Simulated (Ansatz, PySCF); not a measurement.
ReO2F2, SMILES [O]=[Re](=[O])([F])[F] (connectivity only; charge and spin as stated), neutral, multiplicity 2. Atoms are numbered in the order given.

```xyz
5

Re     0.0000     0.0000     0.0797
O      0.0000    -1.4173     1.0076
O      0.0000     1.4173     1.0076
F     -1.2772     0.0000    -1.2957
F      1.2772     0.0000    -1.2957
```
Charge 0, spin multiplicity 2.

Geometry: B3LYP-D3(BJ)/def2-SVP. The multiplicity is an assumed one; other spin states were not compared. The def2 effective core potentials stand for the cores of Re; spin–orbit coupling is left out.

Two levels are set side by side: PBE-D3(BJ)/def2-SVP (Ansatz, an electronic-structure program) and B3LYP-D3(BJ)/def2-SVP (Ansatz). Each level has its own optimised geometry; the coordinates shown are those of the second. Frequencies come from the Hessian of PySCF at each geometry. Differences are taken from unrounded values.

```
quantity                            B3LYP-D3(BJ)  PBE-D3(BJ)  PBE-D3(BJ) minus B3LYP-D3(BJ)
----------------------------------  ------------  ----------  -----------------------------
mean bond length (Å)                       1.786       1.795                          0.010
bond Re1–O2 (Å)                            1.694       1.705                          0.011
bond Re1–O3 (Å)                            1.694       1.705                          0.011
bond Re1–F4 (Å)                            1.877       1.885                          0.008
bond Re1–F5 (Å)                            1.877       1.885                          0.008
highest harmonic wavenumber (cm⁻¹)          1054        1014                            -40
mean harmonic wavenumber (cm⁻¹)              509         491                            -18
zero-point energy (kcal/mol)                6.55        6.32                          -0.23
```

GGA bonds tend to be longer and softer than those of functionals with exact exchange. Differences between two approximate levels are no errors against the true value.
